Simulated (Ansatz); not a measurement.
Born–Oppenheimer molecular dynamics of C$_{4}$H$_{16}$N$_{2}$Si$_{2}$ (24 atoms, charge 0, multiplicity 1). It goes on from the last frame of an earlier run, with new velocities.

Theory: RKS PBE-D4/STO-3G in Ansatz 0.2.0.

| Property | Result |
| --- | --- |
| ensemble | NVE (velocity Verlet) |
| time step | 1 fs |
| steps asked | 84 |
| starting velocities drawn for | 300 K |
| masses | H 10 u |
| seed | 586791 |

First frame:

```xyz
24
Properties=species:S:1:pos:R:3
Si 0.017 -0.057 -0.076
Si -0.132 0.195 2.160
H -1.283 -0.170 2.950
H 0.953 -0.750 2.670
H -0.163 1.696 2.290
H 1.362 -0.193 -0.655
N -0.884 1.179 -1.042
C -2.350 1.419 -0.357
H -2.728 0.448 -0.279
H -2.398 1.743 0.701
H -2.852 2.280 -0.850
C -0.012 2.532 -1.006
H -0.689 3.306 -1.307
H 0.320 2.752 0.078
H 0.922 2.396 -1.633
N -0.480 -1.632 -0.540
C -1.739 -2.056 0.049
H -1.953 -1.425 0.955
H -2.722 -2.021 -0.591
H -1.784 -3.177 0.203
C -0.363 -1.795 -2.032
H -0.930 -1.215 -2.724
H 0.715 -1.651 -2.329
H -0.325 -2.871 -2.261
```

**Question.** How far do the bonds stretch over the last three quarters of this one trajectory? (Pairs bonded in most of those frames.)

**Answer.** 
| bond | mean (Å) | spread (Å) | shortest | longest |
| --- | --- | --- | --- | --- |
| Si1–Si2 | 2.281 | 0.057 | 2.18 | 2.38 |
| Si1–H6 | 1.471 | 0.048 | 1.39 | 1.53 |
| Si1–N7 | 1.808 | 0.027 | 1.76 | 1.85 |
| Si1–N16 | 1.838 | 0.056 | 1.74 | 1.91 |
| Si2–H3 | 1.468 | 0.039 | 1.39 | 1.52 |
| Si2–H4 | 1.468 | 0.041 | 1.40 | 1.53 |
| Si2–H5 | 1.470 | 0.030 | 1.41 | 1.52 |
| N7–C8 | 1.518 | 0.049 | 1.44 | 1.61 |
| N7–C12 | 1.526 | 0.013 | 1.49 | 1.55 |
| C8–H9 | 1.113 | 0.033 | 1.04 | 1.16 |
| C8–H10 | 1.128 | 0.054 | 1.03 | 1.21 |
| C8–H11 | 1.112 | 0.020 | 1.07 | 1.15 |
| C12–H13 | 1.117 | 0.040 | 1.04 | 1.20 |
| C12–H14 | 1.122 | 0.042 | 1.04 | 1.19 |
| C12–H15 | 1.113 | 0.024 | 1.08 | 1.16 |
| N16–C17 | 1.521 | 0.045 | 1.45 | 1.61 |
| N16–C21 | 1.527 | 0.039 | 1.44 | 1.58 |
| C17–H18 | 1.116 | 0.034 | 1.04 | 1.17 |
| C17–H19 | 1.124 | 0.023 | 1.08 | 1.18 |
| C17–H20 | 1.123 | 0.011 | 1.10 | 1.15 |
| C21–H22 | 1.124 | 0.047 | 1.06 | 1.22 |
| C21–H23 | 1.113 | 0.034 | 1.06 | 1.20 |
| C21–H24 | 1.122 | 0.043 | 1.05 | 1.20 |

Mean temperature of the second half: 551 K. The conserved energy stayed within 0.34 meV per atom of its start (net change -0.23 meV per atom), so the integration is sound. The kinetic energy rose, since the run started high on the potential surface and went downhill. A run of 0.084 ps of so small a system gives no equilibrium averages. Limits of this set-up: minimal basis.

Time of the run: 23 min on 1 thread of Intel(R) Xeon(R) Processor @ 2.50GHz (Skylake/Cascade Lake), on a shared host, peak memory 0.15 GiB.
